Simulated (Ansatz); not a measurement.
A made-up structure of MgBHClF, closed shell:

```json
{"atom": "F1", "x (Å)": "0.1197", "y (Å)": "-2.1568", "z (Å)": "2.7020"}
{"atom": "Mg2", "x (Å)": "0.0979", "y (Å)": "-0.8801", "z (Å)": "1.2027"}
{"atom": "B3", "x (Å)": "0.0633", "y (Å)": "0.7580", "z (Å)": "-0.7350"}
{"atom": "Cl4", "x (Å)": "-0.9680", "y (Å)": "0.3349", "z (Å)": "-2.3545"}
{"atom": "H5", "x (Å)": "0.6872", "y (Å)": "1.9440", "z (Å)": "-0.8152"}
```

It is relaxed with PBE-D4/def2-SVP and then PBE0-D4/def2-TZVP (Ansatz 0.2.0). Atoms count as bonded within 1.22 times the sum of their covalent radii (H–H: 0.88 Å). The end point is not checked to be a true minimum.

(1) Does its bonding change? (Judge from chemistry; the calculation decides.)

Results:

(1) Computed: No: no bond forms or breaks.

Where it ends: The first stage lowers the energy by 0.93 eV in 5 steps. It ends as MgBHClF ([F][Mg][BH][Cl]):
F1  (0.107, -1.926, 2.412)
Mg2  (0.088, -0.786, 1.074)
B3  (0.057, 0.677, -0.656)
Cl4  (-0.864, 0.299, -2.102)
H5  (0.614, 1.736, -0.728)
(Å)

Labels in which every atom is bracketed show which atoms are joined, not bond orders.

For scale, one of the runs: PBE0-D4/def2-TZVP relaxation, 137 basis functions, launched by `ansatz run in.yaml --threads 2 --pin off --events-out ev --progress --plain --max-ram 4352MiB`. The run took about 12 s on 2 CPU threads of an Arm Neoverse V2 (shared host).
